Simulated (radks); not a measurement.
Charge is removed step by step from the 4p down level of the barium ion Ba3+, starting from [Ar] 3d10 4s2 4p(up 3, down 3) 4d10 5s2 5p5. Calculated with a radial shooting solver on a logarithmic mesh with Libxc functionals: scalar-relativistic Kohn-Sham, PBE, spin-polarised, spherical densities, finite nucleus; open shells are filled with parallel spins first (spin-orbit coupling, left out, can overturn this in heavy ions); Fermi nuclear charge, rms radius 4.8378 fm.

removed (e),E - E(0) (eV),eigenvalue (eV),E minus straight line (eV)
0,0.000,-206.59,0.000
0.25,52.322,-212.28,-2.160
0.5,106.07,-218.03,-2.890
0.75,161.27,-223.84,-2.175
1,217.92,-229.72,0.000

Removing the whole electron costs 217.92 eV by Delta-SCF, against 206.59 eV from minus the eigenvalue at the starting occupation. Slater's transition state (half an electron removed) gives 218.03 eV. Integrating minus the eigenvalue over the occupation (Janak's theorem) gives 218.07 eV. In this scalar-relativistic scheme the density is built from large components alone, so the theorem holds only approximately. The mean slope of the eigenvalue, de/dn, is 23.1 eV per electron.
